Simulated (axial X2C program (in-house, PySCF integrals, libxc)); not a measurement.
**Spin–orbit effects down a group: homonuclear dimers (ions), CCSD**

Calculated with an in-house all-electron X2C program for linear molecules (integrals from PySCF), spin-free (one-electron X2C) or two-component (2c: spin–orbit coupling with atomic mean-field Coulomb and Gaunt terms, which also bring small scalar terms), in Dyall basis sets with cores contracted in-house; open shells are unrestricted.

Basis sets: Be dyall-cv3z, Ca dyall-cv3z, Mg dyall-cv3z, Sr dyall-cv3z. Frozen shells (counts by l): Be₂⁺ Be 1s, 3 electrons correlated; Mg₂⁺ Mg 2s1p, 3 electrons correlated; Ca₂⁺ Ca 3s2p, 3 electrons correlated; Sr₂⁺ Sr 4s3p1d, 3 electrons correlated. Coupled cluster in natural virtuals with an MP2 remainder. Where the outer core of a metal is frozen, bonds come out longer and ionisation energies lower.

| molecule | spin-free state | Re (Å) | ωe (cm⁻¹) | De (eV) | 2c state | Re 2c (Å) | ωe 2c (cm⁻¹) | De 2c (eV) |
| --- | --- | --- | --- | --- | --- | --- | --- | --- |
| Be₂⁺ | M_S = 1/2, Λ = 0 | 2.236 | 520.9 | 1.95 | Ω = 1/2 | 2.236 | 520.9 | 1.95 |
| Mg₂⁺ | M_S = 1/2, Λ = 0 | 3.050 | 211.4 | 1.28 | Ω = 1/2 | 3.050 | 211.4 | 1.28 |
| Ca₂⁺ | M_S = 1/2, Λ = 0 | 3.939 | 126.3 | 1.09 | Ω = 1/2 | 3.939 | 126.3 | 1.09 |
| Sr₂⁺ | M_S = 1/2, Λ = 0 | 4.339 | 76.3 | 0.99 | Ω = 1/2 | 4.339 | 76.3 | 0.99 |

Task: Work out the shifts from the spin-free to the two-component result.

Result: 

| molecule | 2c state | ΔRe (Å) | Δωe (cm⁻¹) | ΔDe (eV) |
| --- | --- | --- | --- | --- |
| Be₂⁺ | Ω = 1/2 | 0.000 | 0.0 | 0.00 |
| Mg₂⁺ | Ω = 1/2 | 0.000 | 0.0 | 0.00 |
| Ca₂⁺ | Ω = 1/2 | 0.000 | 0.0 | 0.00 |
| Sr₂⁺ | Ω = 1/2 | 0.000 | 0.0 | 0.00 |

Shifts of one unit in the last digit are rounding.

Fragments in 2c: Be + Be+, Mg+ + Mg, Ca + Ca+, Sr + Sr+. Each entry is the lowest single determinant of a limited PBE0 search at one distance. De goes to single-determinant-based atoms at the same level (for ions the charge split of lowest energy) and is withheld (n/a) where an atom does not fit its ground term or J level. Main or longest-lived isotopes. One determinant is a doubtful description, or other states lie close, for Be₂⁺, Mg₂⁺, Ca₂⁺, Sr₂⁺; these need not be ground states, and all values refer to the states named.
